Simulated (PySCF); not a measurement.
A PySCF script (with the pyscf-properties extension) for the NMR shieldings of SMILES C=C[C@@H]1[C@@H](C)C[P@H]1=S, C6H11PS, on a GFN2-xTB geometry:

```python
import basis_set_exchange as bse
import numpy as np
from pyscf import gto, dft
from pyscf.prop import nmr

atoms = """
C     2.509616   -1.352428   -0.460965
C     1.531514   -0.525443   -0.789332
C     0.510736   -0.032374    0.161872
C    -0.959339    0.059213   -0.317888
C    -1.802680   -1.161555   -0.002046
C    -1.341592    1.347282    0.442612
P     0.450127    1.795747    0.585095
S     1.261791    2.600374    2.137218
H     2.616189   -1.731588    0.542176
H     3.246672   -1.674979   -1.175583
H     1.445279   -0.151064   -1.802307
H     0.570812   -0.573399    1.113896
H    -0.977097    0.246771   -1.394871
H    -2.832673   -1.003554   -0.315229
H    -1.793596   -1.366920    1.066516
H    -1.411291   -2.032485   -0.524057
H    -1.735342    1.128169    1.438161
H    -2.016023    2.035347   -0.063240
H     0.717094    2.402137   -0.649491
"""
names = dict.fromkeys(["C", "P", "S", "H"], "pcSseg-1")
basis = {el: gto.basis.parse(bse.get_basis(n, elements=[el], fmt="nwchem")) for el, n in names.items()}
mol = gto.M(atom=atoms, basis=basis, charge=0, verbose=0)
mf = dft.RKS(mol, xc="PBE0")
mf.grids.level = 2
mf.grids.alignment = dft.numint.BLKSIZE   # the property module wants whole blocks of grid points
mf.conv_tol = 1e-9
mf.kernel()

calc = nmr.RKS(mf)   # GIAO
C = mf.mo_coeff
Co = C[:, mf.mo_occ > 0]
resp = mf.gen_response(singlet=True, hermi=2)
def vind(x):   # induced exchange potential for any number of trial vectors
    d = np.einsum("pi,xij,qj->xpq", C, 2 * x.reshape(-1, C.shape[1], Co.shape[1]), Co, optimize=True)
    return np.einsum("xpq,pi,qj->xij", resp(d - d.transpose(0, 2, 1)), C, Co, optimize=True).ravel()
mo1, _ = nmr.rhf.solve_mo1(calc, with_cphf=vind)
sigma = calc.kernel(mo1)
for i, s in enumerate(sigma):   # ppm
    w = np.linalg.eigvalsh((s + s.T) / 2)
    print("%2d %-2s iso %8.1f  s11 %8.1f  s22 %8.1f  s33 %8.1f" % (i, mol.atom_pure_symbol(i), w.mean(), *w))
```

**Question.** What does it print?

**Answer.** 
```
 0 C  iso     61.5  s11    -48.8  s22     75.0  s33    158.3
 1 C  iso     43.8  s11    -72.7  s22     58.1  s33    145.9
 2 C  iso    115.4  s11     96.7  s22    113.0  s33    136.4
 3 C  iso    154.5  s11    144.9  s22    151.4  s33    167.3
 4 C  iso    162.9  s11    146.0  s22    156.6  s33    186.1
 5 C  iso    141.1  s11    116.7  s22    132.1  s33    174.4
 6 P  iso    319.9  s11    189.8  s22    285.0  s33    484.7
 7 S  iso    704.0  s11    614.2  s22    688.5  s33    809.3
 8 H  iso     26.2  s11     22.4  s22     25.4  s33     30.7
 9 H  iso     26.3  s11     23.4  s22     25.2  s33     30.4
10 H  iso     25.8  s11     23.7  s22     24.4  s33     29.4
11 H  iso     29.1  s11     27.5  s22     28.8  s33     31.1
12 H  iso     29.9  s11     26.7  s22     29.0  s33     34.0
13 H  iso     30.3  s11     25.8  s22     27.5  s33     37.7
14 H  iso     30.8  s11     27.0  s22     29.7  s33     35.8
15 H  iso     30.3  s11     25.6  s22     28.3  s33     36.8
16 H  iso     29.9  s11     27.2  s22     29.4  s33     33.2
17 H  iso     29.1  s11     25.8  s22     26.7  s33     34.7
18 H  iso     24.7  s11     20.0  s22     23.2  s33     31.1
```

These numbers come from an equivalent density-fitted implementation of the same equations, which agrees with the script to about 0.01 ppm for H and up to a few tenths of a ppm for heavy atoms, so last digits may differ.

**Question.** Turn these shieldings into chemical shifts. Chemical shifts δ = σref − σ; ¹³C (σ = 186.93 ppm), ¹H (σ = 31.72 ppm) against TMS; ³¹P (σ = 318.38 ppm) vs H3PO4; ³³S (σ = 503.73 ppm) vs CS2, all at this level.

**Answer.** Averaging equivalent atoms: C 1: 143.1; C 0: 125.5; C 2: 71.5; C 5: 45.8; C 3: 32.4; C 4: 24.0; P 6: -1.5; S 7: -200; H 18: 6.97; H 10: 5.91; H 8: 5.53; H 9: 5.39; H 17: 2.66; H 11: 2.59; H 12: 1.85; H 16: 1.80; H 13/14/15: 1.24 ppm. Experimental scales use liquid or dissolved standards, which lie at an offset from isolated H3PO4.

Size and cost of the density-fitted run: 205 basis functions, 46 s wall time on 1 thread of an Arm Neoverse V1, shared host.
